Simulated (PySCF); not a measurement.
Ge(H)2(Br)(Me) (CH5BrGe), SMILES [CH3][GeH2][Br]. Atoms are numbered in the order given.

```xyz
8

Ge     0.4469    -0.8722     0.0000
C     -1.1866    -1.9211     0.0000
Br    -0.1502     1.3715     0.0000
H      1.2910    -1.0974    -1.2654
H      1.2910    -1.0974     1.2654
H     -1.7814    -1.6884     0.8940
H     -0.9430    -2.9944     0.0000
H     -1.7814    -1.6884    -0.8940
```

Geometry optimised at PBE0-D3(BJ)/def2-SVP.

Method: CAM-B3LYP/def2-TZVPD in PySCF.

The molecule is in vacuum.

Computed frontier levels, gap, dipole moment and polarisability:
The highest occupied level is -9.38 eV, the lowest empty level is 0.35 eV and the orbital gap is 9.74 eV. The dipole moment is 2.50 D and the quadrupole, principal values (traceless, Buckingham form, about the centre of nuclear charge) is -0.87, -0.44, 1.31 D·Å. The mean static polarisability is 67.0 bohr³ (9.92 Å³) and the polarisability, principal values is 57.8, 64.1, 79.0 bohr³.
